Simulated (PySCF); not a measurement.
Compound: C6H15N.
Cartesian coordinates in Å at the PBE0-D3(BJ)/def2-SVP level; atoms count from 1:
```xyz
22
C6H15N angstrom
C      2.064   -1.181    0.455
C      1.513    0.221    0.651
C      0.308    0.536   -0.239
C     -0.136    1.991   -0.073
N     -0.757   -0.446   -0.066
C     -1.649   -0.558   -1.186
C     -1.456   -0.398    1.191
H      2.443   -1.317   -0.571
H      1.274   -1.929    0.612
H      2.892   -1.391    1.148
H      1.238    0.376    1.710
H      2.293    0.972    0.441
H      0.647    0.408   -1.284
H      0.668    2.680   -0.372
H     -0.391    2.217    0.975
H     -1.017    2.220   -0.692
H     -2.314    0.325   -1.334
H     -1.076   -0.703   -2.115
H     -2.304   -1.435   -1.058
H     -2.063   -1.309    1.313
H     -2.143    0.471    1.297
H     -0.745   -0.366    2.031
```

Method: TDDFT wB97X-D/def2-SVPD, vertical, gas phase, core orbitals frozen in the response in PySCF 2.14.0, density-fitted response routines.

Frontier orbitals with the atoms that hold most of them (Löwdin shares over 4%, at most four atoms; ? is withheld):

```csv
orbital,ε (eV),atoms
HOMO-3,-11.44,"C1 24%, C2 21%, C4 13%, C3 9%"
HOMO-2,-11.08,"C2 22%, C1 17%, C3 12%, H12 9%"
HOMO-1,-10.81,"C2 21%, C3 21%, C1 8%, H13 8%"
HOMO,-7.74,?
LUMO,2.33,?
LUMO+1,2.93,"C1 22%, H10 11%, H8 8%, H16 6%"
LUMO+2,2.99,"C6 13%, H18 11%, H11 9%, H15 9%"
```

(1) Which atoms hold the LUMO, and with what shares?

(2) Give the leading atoms of the HOMO.

(3) The HOMO–LUMO gap is 10.08 eV. Where does the response calculation put the lowest singlet, and from which orbitals?

(4) Give energy, strength and leading configuration of S1 and S3, and follow the Löwdin shares of the leading atoms from the occupied to the empty orbital.

Answers

(1) C6 (bonded to N and 3 H) 12%; C4 (bonded to C and 3 H) 11%; C7 (bonded to N and 3 H) 10%; C1 (bonded to C and 3 H) 6%.

(2) N5 (bonded to 3 C) 55%; C6 (bonded to N and 3 H) 8%; C7 (bonded to N and 3 H) 8%; C3 (bonded to 2 C, N and H) 5%. By element: nitrogen 55%, carbon 21% or more.

(3) S1 is at 6.01 eV (f = 0.0093), 4.06 eV below the gap, made of HOMO→LUMO (88%). Without the coupling terms of the response equations the lowest excitation would equal the gap.

(4) 
- S1 (6.01 eV, f 0.0093), HOMO→LUMO (88%): N5 55% → at most 7%, C6 8% → 12%, C4 at most 6% → 11%
- S3 (6.98 eV, f 0.022), HOMO→LUMO+1 (85%): N5 55% → at most 7%, C6 8% → at most 7%, C1 at most 6% → 22%, H10 at most 6% → 11%

Löwdin shares depend on the basis, the more so with diffuse functions.

Hardware: one thread of an Arm Neoverse N1, no GPU, shared host with 64 logical CPUs at a one-minute load of 58. Cost: 4.2 min wall (with the writing of density and orbital grids), 1.2 GiB resident at most.

One conformer stands for the species.
